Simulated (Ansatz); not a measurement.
One change: `F[CH]([SiH3])[AlH][SiH3]` becomes `FC([SiH3])[SiH2]Cl`.

Ansatz, PBE0-D4/def2-TZVP geometries, multiplicity 1. Each molecule was computed in one conformer, which needn't be the lowest.

| property | `F[CH]([SiH3])[AlH][SiH3]` |
| --- | --- |
| HOMO–LUMO gap (PBE0/def2-TZVPP) / eV | 5.37 |
| HOMO energy (B3LYP/def2-TZVPP) / eV | -7.23 |
| LUMO energy (PBE/def2-TZVPP) / eV | -2.81 |
| LUMO energy (PBE0/def2-TZVPP) / eV | -2.06 |
| HOMO–LUMO gap (PBE/def2-TZVPP) / eV | 3.40 |
| size of the dipole moment (B3LYP/def2-TZVPP) / D | 1.13 |

**Question.** Give the same properties after the change, and the shifts. (Estimate.)

**Answer.** Computed: 
```
                                        property  `FC([SiH3])[SiH2]Cl`  shift
            HOMO–LUMO gap (PBE0/def2-TZVPP) / eV                  8.02   2.65
             HOMO energy (B3LYP/def2-TZVPP) / eV                 -8.20  -0.97
               LUMO energy (PBE/def2-TZVPP) / eV                 -1.30   1.51
              LUMO energy (PBE0/def2-TZVPP) / eV                 -0.39   1.67
             HOMO–LUMO gap (PBE/def2-TZVPP) / eV                  5.73   2.33
size of the dipole moment (B3LYP/def2-TZVPP) / D                  2.00   0.87
```

With PBE0 the HOMO falls by 0.99 eV and the LUMO rises by 1.67 eV, so the gap widens by about 2.66 eV. PBE moves the HOMO by -0.82 eV and ωB97M-V by -1.13 eV. Dipoles are sizes alone; their direction can turn.

B3LYP here is the variant with VWN-RPA as its local correlation; programs differ in this.
